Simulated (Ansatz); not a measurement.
Cost and result for the atomization energy of CH$_{4}$BGa (7 atoms, 6 bonds).

Z-matrix (Å, degrees):
```
C
Ga 1 2.099
B 1 1.496 2 108.3
H 1 1.097 2 96.6 3 -123.6
H 1 1.097 2 96.6 3 123.6
H 3 1.202 1 120.9 2 87.1
H 3 1.202 1 120.9 2 -87.1
```

The species carries charge 0 and has multiplicity 1. Correlated methods include outer-core shells of Ga, which these sets cover unevenly. Scalar relativity is left out up to krypton. The bonds changed during the relaxation, so this is another structure than the one it started from. The structure was optimised at the PBE0-D4/def2-TZVP level. Program: Ansatz. All runs use 2 threads of an Intel Xeon Platinum 8488C on a shared host. Times are those of one run each, without the atoms' runs, and a repeat can differ threefold. Electronic energies, without spin–orbit coupling; frozen cores. CCSD(T)/CBS adds CCSD(T) − MP2 in def2-TZVPP to the MP2 limit, and its time is that of the two runs behind it. T1 = 0.014. With those shells the extrapolation isn't a true limit. B3LYP takes the VWN-RPA correlation (the form of Gaussian; ORCA's B3LYP/G). HSE06 is the plane-wave form, built on full-range PBE exchange.

CCSD(T)/CBS is a level of theory with its own doubt, some kJ/mol a heavy atom from the limit and from the frozen cores, so smaller differences don't rank the functionals.

```csv
level,functions,wall time
LDA (SPW92)/def2-TZVPP,166,0.9 s
revPBE-D4/def2-TZVPP,166,1.1 s
BHLYP-D4/def2-TZVPP,166,1.6 s
CCSD(T)/def2-SVP,80,1.8 s
HSE06-D4/def2-TZVPP,166,1.9 s
r2SCAN-D4/def2-TZVPP (with forces),166,2 s
B3LYP-D4/def2-TZVPP (with forces),166,2 s
PBE-QIDH/def2-TZVPP,166,2.6 s
B97M-V/def2-TZVPP,166,3.5 s
ωB97M-V/def2-TZVPP (with forces),166,4.8 s
MP2/def2-QZVPP,323,11 s
CCSD(T)/def2-TZVPP,166,19 s
CCSD(T)/CBS(def2),–,30 s
```

What atomization energy does each give, and how far from CCSD(T)/CBS? (Best estimate.)

The calculation gave: 
```
                             level  atomization (kcal/mol)  difference from CCSD(T)/CBS  per bond
            LDA (SPW92)/def2-TZVPP                   627.7                         70.9      11.8
              revPBE-D4/def2-TZVPP                   555.4                         -1.4      -0.2
               BHLYP-D4/def2-TZVPP                   549.9                         -6.9      -1.2
                  CCSD(T)/def2-SVP                   532.5                        -24.3      -4.1
               HSE06-D4/def2-TZVPP                   561.0                          4.2       0.7
r2SCAN-D4/def2-TZVPP (with forces)                   561.4                          4.6       0.8
 B3LYP-D4/def2-TZVPP (with forces)                   560.7                          3.9       0.6
               PBE-QIDH/def2-TZVPP                   557.0                          0.2       0.0
                 B97M-V/def2-TZVPP                   561.4                          4.6       0.8
  ωB97M-V/def2-TZVPP (with forces)                   559.5                          2.7       0.5
                    MP2/def2-QZVPP                   557.5                          0.7       0.1
                CCSD(T)/def2-TZVPP                   545.6                        -11.2      -1.9
                 CCSD(T)/CBS(def2)                   556.8                          0.0       0.0
```

The D4 term adds +4.9 kcal/mol with B3LYP and +2.5 kcal/mol with PBE0; it sums over pairs of atoms, weighted by their polarisabilities, and B3LYP, whose exchange is more repulsive, gets the larger term. Leaving LDA and LC-ωPBE aside and taking each functional with its dispersion term where it has one, the values, not all of them listed here, spread over 16.8 kcal/mol, from BHLYP-D4 to PBE-D4. LDA lies +64.1 kcal/mol from PBE without D4, its usual overbinding. From PBE to PBE0 (25 % exact exchange), in def2-TZVPP and without D4, the atomization energy moves by −5.5 kcal/mol: exact exchange takes away binding that semilocal exchange gives to molecules.
